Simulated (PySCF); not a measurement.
# Relaxation of singlet OsF4

Level of theory: PBE0 in PySCF with Os def2-SVP with ECP60, F def2-SVP; scalar-relativistic core potentials, no spin–orbit coupling; density-fitted integrals. A (50,194) grid was used.

A start displaced from a saddle point along its imaginary mode, of C2 symmetry, held to at least that symmetry:

```xyz
5
charge 0 multiplicity 1, angstrom
Os   -0.0500   -0.0500    0.0000
F     0.2252    1.6691   -0.7663
F     0.2253   -1.6140   -0.9761
F     1.6691    0.2253    0.7663
F    -1.6140    0.2252    0.9761
```

Optimiser trace:
| step | E − E(last) (kJ/mol) | largest gradient (Eh/bohr) |
| --- | --- | --- |
| 0 | 10.86 | 0.02380 |
| 1 | 2.73 | 0.01060 |
| 2 | 0.94 | 0.00155 |
| 3 | 0.57 | 0.00110 |
| 4 | 0.20 | 0.00114 |
| 5 | 0.10 | 0.00058 |
| 6 | 0.05 | 0.00028 |
| 7 | 0.03 | 0.00030 |
| 8 | 0.02 | 0.00025 |
| 9 | 0.01 | 0.00020 |
| 10 | 0.00 | 0.00026 |
| 11 | 0.00 | 0.00019 |

It ends at C2 with Os–F 1.844 Å (×2), Os–F 1.863 Å (×2); F–Os–F 85.7°, F–Os–F 107.7° (×2), F–Os–F 108.5°, F–Os–F 123.5° (×2) (after a last refinement on a finer grid). A frequency run shows 1 imaginary mode, down to 41i cm⁻¹, so it is a saddle point. Other isomers or separated fragments may lie lower.

Final geometry:
```xyz
5
charge 0 multiplicity 1, angstrom
Os   -0.0290   -0.0290    0.0000
F     0.2383    1.6351   -0.7938
F     0.0410   -1.6219   -0.9258
F     1.6351    0.2384    0.7938
F    -1.6219    0.0409    0.9258
```

Stability towards spin polarisation was not tested. At this level a quintet minimum of D4h symmetry lies 132 kJ/mol below this structure. With an element this heavy the missing spin–orbit coupling can shift these numbers.

The relaxation took about 70 core-seconds on a shared host.
